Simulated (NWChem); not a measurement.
H2TeO; SMILES O[TeH]

Program: NWChem. Structure relaxed at the PBE-D3(BJ)/def2-SVP level. def2 effective core potentials on Te; no spin-orbit coupling. Vertical excitations in the gas phase; the lowest state need not have the same character in each row.

| level | lowest excitation, singlet (eV) | oscillator strength of that lowest state | lowest state with f > 0.02, singlet (eV) | oscillator strength of that bright state | orbital gap (eV) |
|---|---|---|---|---|---|
| PBE/def2-SVP, full TDDFT | 2.97 | 0.001 | 6.18 | 0.022 | 2.58 |
| B3LYP/def2-SVP, full TDDFT | 3.05 | 0.001 | 6.73 | 0.063 | 4.16 |
| LRC-wPBEh/def2-SVP, full TDDFT | [?] | 0.001 | [?] | [?] | [?] |
| Hartree-Fock/def2-SVP, TDHF | 3.44 | 0.001 | 7.93 | 0.253 | 10.59 |

Some entries are withheld; supply them.


- LRC-wPBEh/def2-SVP, full TDDFT, lowest excitation, singlet (eV): 3.12
- LRC-wPBEh/def2-SVP, full TDDFT, lowest state with f > 0.02, singlet (eV): 7.01
- LRC-wPBEh/def2-SVP, full TDDFT, oscillator strength of that bright state: 0.085
- LRC-wPBEh/def2-SVP, full TDDFT, orbital gap (eV): 8.19
